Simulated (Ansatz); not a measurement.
Basis-set extrapolation for `[F][AlH][O][SiH3]` (PBE0-D4/def2-TZVP geometry, frozen core, the Gaussian-basis code of Ansatz). Multiplicity 1, RHF reference.

|  | def2-TZVPP | def2-QZVPP |
| --- | --- | --- |
| HF | -707.768239 | -707.794449 |
| MP2 correlation | -0.687367 | -0.746718 |
| CCSD(T) correlation | -0.737052 | -0.793307 |

Energies in hartree. Use E(X) = E(∞) + A·exp(−7.88·√X) for Hartree–Fock and E(X) = E(∞) + B·X^(−2.97) for correlation, with X = 3 and 4.

Question: What is the CCSD(T) energy at the basis-set limit?

Answer: HF limit: -707.794449 + (-0.026210) × 0.13774 = -707.79806. Correlation limit: -0.793307 + (-0.056255) × 0.74074 = -0.83498. Total: -708.63304 hartree, 335.4 kJ/mol below CCSD(T)/def2-TZVPP.
